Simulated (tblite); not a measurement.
Compound: C₅H₉ClFO (doublet state).
Z-matrix (Å and degrees, GFN2-xTB geometry), rows numbered from 1:
```
C 
C   1  1.4694
C   2  1.5481  1  112.17
C   3  1.5310  2  111.67  1  -170.03
Cl  4  1.7750  3  110.58  2    65.88
O   3  1.4259  2  107.21  1    70.08
C   6  1.3604  3  116.80  2  -149.41
F   7  1.3822  6  111.97  3   -73.31
H   1  1.0707  2  121.36  3  -110.47
H   1  1.0732  2  119.75  3    63.43
H   2  1.0964  1  110.56  3  -118.07
H   2  1.0895  1  111.00  3   120.61
H   3  1.0997  2  109.46  1   -48.69
H   4  1.0900  3  110.89  2  -175.32
H   4  1.0900  3  110.32  2   -53.42
H   7  1.0952  6  107.82  3   169.93
H   7  1.1032  6  113.49  3    45.80
```

Structure optimised with GFN2-xTB, isolated species. This method treats the open shell by occupation alone, without spin polarisation.

Masses are those of the commonest isotopes; rigid-rotor values at the optimised geometry. The values belong to one conformer with, in the numbering `[CH2:1][CH2:2][C@H:3]([CH2:4][Cl:5])[O:6][CH2:7][F:8]`, H–C1–C2–C3 -110° and 63°, C1–C2–C3–C4 -170°, C2–C3–C4–Cl5 66°, C2–C3–O6–C7 -149°, C3–O6–C7–F8 -73°.

Q: What are A, B and C (GHz)?

A: Ia = 283.71, Ib = 426.79, Ic = 666.24 u·Å²; 505379 MHz·u·Å²/I gives 1781, 1184 and 758.6 MHz, that is A = 1.7813, B = 1.1841, C = 0.7586 GHz.

Q: What kind of rotor is it?

A: An asymmetric top; Ray's κ = -0.168.

Q: What does the inertial defect say?

A: Not planar: Δ = Ic − Ia − Ib = -44.25 u·Å². For a rigid frame Δ = −2 Σ m c², so Σ m c² = 22.13 u·Å² lies off the ab plane: 10.08 from hydrogen and 12.05 from heavier atoms. The atom farthest from that plane is 1.60 Å away.

Q: Give the coordinates in the principal-axis frame, origin at the centre of mass.

A: The sense of each axis is arbitrary; atoms in the order of the calculation.
| atom | mass (u) | a (Å) | b (Å) | c (Å) |
| --- | --- | --- | --- | --- |
| C1 | 12.000 | 0.027 | -2.893 | -0.377 |
| C2 | 12.000 | 0.588 | -1.749 | 0.355 |
| C3 | 12.000 | -0.070 | -0.411 | -0.058 |
| C4 | 12.000 | 0.680 | 0.791 | 0.521 |
| Cl5 | 34.969 | 2.306 | 0.910 | -0.181 |
| O6 | 15.995 | -1.405 | -0.424 | 0.443 |
| C7 | 12.000 | -2.337 | 0.261 | -0.274 |
| F8 | 18.998 | -2.195 | 1.629 | -0.132 |
| H9 | 1.008 | -0.581 | -3.625 | 0.114 |
| H10 | 1.008 | 0.142 | -2.952 | -1.442 |
| H11 | 1.008 | 1.657 | -1.640 | 0.138 |
| H12 | 1.008 | 0.452 | -1.869 | 1.430 |
| H13 | 1.008 | -0.090 | -0.335 | -1.155 |
| H14 | 1.008 | 0.160 | 1.722 | 0.292 |
| H15 | 1.008 | 0.789 | 0.685 | 1.601 |
| H16 | 1.008 | -3.323 | 0.008 | 0.130 |
| H17 | 1.008 | -2.282 | 0.073 | -1.359 |

Q: List the rotational levels J(Ka,Kc) to J = 2 (MHz).

A: Above 0(0,0):
J = 1: 1(0,1) 1943, 1(1,1) 2540, 1(1,0) 2965
J = 2: 2(0,2) 5668, 2(1,2) 6000, 2(1,1) 7276, 2(2,1) 9068, 2(2,0) 9228
The levels of one J sum to (2J + 1)J(J + 1)(A + B + C)/3.

Q: Estimate the classical rotational partition function at 10 K, 200 K and 500 K.

A: Point group C1, symmetry number σ = 1; q = (√π/σ)·√((kT/h)³/(ABC)), k/h = 20836.6 MHz/K: 4210 at 10 K, 377000 at 200 K, 1490000 at 500 K.

For this open shell read J as N, the rotation without spin; fine and hyperfine splittings come on top. Its GFN2-xTB frequencies are all real (lowest 43 cm⁻¹). Constants of a rigid frame at the computed geometry: no zero-point averaging, no centrifugal distortion.

On Arm Neoverse V1, one thread, shared host with 32 logical CPUs at a one-minute load of 28, this took 2.0 s wall. That covers the optimisation of the geometry.
